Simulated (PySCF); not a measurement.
# Broadened absorption spectrum of C6H7BrOSi

C₆H₇BrOSi.
SMILES with atom numbers: `[SiH3:1][O:2][c:3]1[cH:4][cH:5][c:6]([Br:7])[cH:8][cH:9]1` (hydrogens: H10, H11, H12 on Si1; H13 on C4; H14 on C5; H15 on C8; H16 on C9)

Method: TDDFT B3LYP/def2-SVPD, vertical, gas phase, core orbitals frozen in the response in PySCF. Isolated species at its PBE0-D3(BJ)/def2-SVP geometry (one conformer only). The B3LYP/def2-SVPD calculation is non-relativistic and has no spin–orbit coupling, an omission that weighs most on bromine. Torsions of this conformer, `[SiH3:1][O:2][c:3]1[cH:4][cH:5][c:6]([Br:7])[cH:8][cH:9]1`: Si1–O2–C3–C4 1°.

Computed states:

| state | E (eV) | f |
| --- | --- | --- |
| S1 | 4.77 | 0.020 |
| S2 | 5.12 | 0.0001 |
| S3 | 5.42 | 0.285 |
| S4 | 5.49 | 0.0001 |
| S5 | 6.00 | 0.0098 |
| S6 | 6.22 | 0.0009 |

Broadening: Gaussians 0.3 eV wide at half height, area fixed by f = 4.319×10⁻⁹ ∫ε dν̃. The cross-section is σ = 3.8235×10⁻²¹ ε cm², given in Mb (10⁻¹⁸ cm²). The width is an assumption, not a result. The curve ends short of the highest state used, and states not computed would add to its high-energy end.

(1) What does the envelope look like, and where are its maxima?

(2) Coming from long wavelengths, where does ε first pass 100 L mol⁻¹ cm⁻¹?

(3) On this curve, what absorbance would a 10⁻⁴ mol/L sample give at 266 nm over a 1 cm path?

Answers

(1) 
E (eV), σ (Mb) and a bar:
```
     4.32       0.01 
     4.35       0.03 
     4.39       0.09 
     4.43       0.21 
     4.46       0.38 
     4.50       0.77 
     4.54       1.40 
     4.58       2.33 #
     4.61       3.20 #
     4.65       4.47 #
     4.69       5.67 ##
     4.73       6.51 ##
     4.76       6.77 ##
     4.80       6.54 ##
     4.84       5.73 ##
     4.87       4.88 #
     4.91       3.63 #
     4.95       2.53 #
     4.99       1.83 #
     5.02       1.73 #
     5.06       2.46 #
     5.10       4.74 #
     5.13       7.98 ##
     5.17      15.18 #####
     5.21      26.43 ########
     5.25      41.81 #############
     5.28      55.29 #################
     5.32      73.65 #######################
     5.36      88.91 ###########################
     5.39      95.98 ##############################
     5.43      97.51 ##############################
     5.47      89.76 ############################
     5.51      74.88 #######################
     5.54      61.27 ###################
     5.58      43.02 #############
     5.62      27.39 ########
```

Maxima: 260 nm (4.77 eV), ε about 1800, made up of S1 (100%); 229 nm (5.42 eV), ε about 26000, made up of S3 (100%) (ε in L mol⁻¹ cm⁻¹; maxima over ε = 5, shares over 10%).

(2) At about 278 nm (4.46 eV), 0.30 eV below S1.

(3) 266 nm is 4.661 eV, where ε is about 1300 L mol⁻¹ cm⁻¹, so A = ε c l ≈ 0.13 (Beer–Lambert, with the gas-phase spectrum and the assumed width).

Hardware: one thread, Arm Neoverse V2, on a shared host. Cost: 1.7 min wall.
